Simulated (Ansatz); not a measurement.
Mulliken charges of CHCl₂I (`ClC(Cl)I`) from PBE/def2-TZVPP in Ansatz (PBE0-D4/def2-TZVP geometry).

| atom | x (Å) | y (Å) | z (Å) | charge (e) |
| --- | --- | --- | --- | --- |
| Cl1 | -0.477 | -0.007 | 1.686 | -0.048 |
| C2 | 0.124 | 0.059 | 0.040 | -0.090 |
| Cl3 | 1.197 | -1.283 | -0.310 | -0.048 |
| I4 | -1.479 | 0.180 | -1.382 | -0.004 |
| H5 | 0.686 | 0.978 | -0.076 | 0.191 |

Task: By hand: the dipole of these point charges (1 e Å = 4.8032 D).

Result: Σ q r = (0.091, 0.243, -0.079) e Å, of length 0.271 e Å = 1.30 D.

Task: How does the dipole of the full density compare? (An estimate is asked.)

Result: Computed: (0.079, 0.161, -0.037) e Å, 0.88 D; the point charges give 1.48 times that, at 8° from its direction.

Point charges leave out the atoms' own dipoles, such as those of lone pairs, and Mulliken's split depends on the basis, so the two needn't agree.
